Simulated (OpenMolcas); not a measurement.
# Ar III: effect of the basis set

```yaml
Program: OpenMolcas 26.06
Method: CASSCF
Active_space: 4 electrons in 3 orbitals (3p)
State_averaging: 2S+1 = 3 even, 3 roots; 2S+1 = 1 even, 6 roots
Spin-orbit_coupling: state interaction with AMFI integrals over the reference wave functions, term energies averaged over their components
```

A. ANO-R1 [4s3p1d], X2C, finite nucleus; cost about 2.4 core-seconds
B. ANO-L-VTZP [5s4p2d1f], non-relativistic, point nucleus; cost roughly 2.5 core-seconds
C. ANO-RCC-VTZP [5s4p2d1f], DKH2, point nucleus; cost about 1.6 core-seconds
D. ANO-R2 [5s4p3d1f], X2C, finite nucleus; cost about 4 core-seconds
E. ANO-RCC-VQZP [6s5p3d2f1g], DKH2, point nucleus; cost roughly 2.5 core-seconds
F. ANO-R3 [6s5p4d2f1g], X2C, finite nucleus; cost roughly 2.9 core-seconds

Energies in cm-1 above 3s2 3p4 3P2, the measured ground level; measured values from Saloman, J. Phys. Chem. Ref. Data 39, 033101 (2010).

| Level | A | B | C | D | E | F | Measured |
| --- | --- | --- | --- | --- | --- | --- | --- |
| 3s2 3p4 3P2 | 0.0 | 0.0 | 0.0 | 0.0 | 0.0 | 0.0 | 0.0 |
| 3s2 3p4 3P1 | 1113 | 1006 | 1028 | 1034 | 1039 | 1041 | 1112 |
| 3s2 3p4 3P0 | 1594 | 1448 | 1478 | 1486 | 1492 | 1495 | 1570 |
| 3s2 3p4 1D2 | 16851 | 17001 | 17008 | 16961 | 16986 | 16989 | 14010 |
| 3s2 3p4 1S0 | 41158 | 41576 | 41591 | 41469 | 41522 | 41534 | 33266 |

Deviations, from unrounded energies. A percentage is the sum of absolute deviations over the sum of measured energies, with the sign that they share, or ± where signs differ.

```tsv
Against measurement	Levels	A	B	C	D	E	F
mean absolute deviation (cm-1)	4	2700	2900	2900	2800	2800	2800
fine structure of the ground term (%)	2	+0.9	-8.5	-6.6	-6.0	-5.6	-5.5
other terms of the ground configuration (%)	2	+22.7	+23.9	+24.0	+23.6	+23.8	+23.8
```

A lies closest to measurement on these levels and B furthest from it. The largest miss of A in the table is 3s2 3p4 1S0, by +7900 cm-1. The ranking rests on the paired levels alone, and a cruder setting can come out closer through cancelling errors.

Among A to F the level of the table that moves most is 3s2 3p4 1S0, by 430 cm-1 (lowest in A, highest in C).

With the s shell closed, the reference lacks s² → p² mixing. Computed and measured levels are paired by configuration, term and J; levels that our copy of the source lacks, or whose pairing is in doubt (as where it misses far off the trend of its configuration), stay unpaired and out of the deviations. Levels of configurations outside the active space are missing.
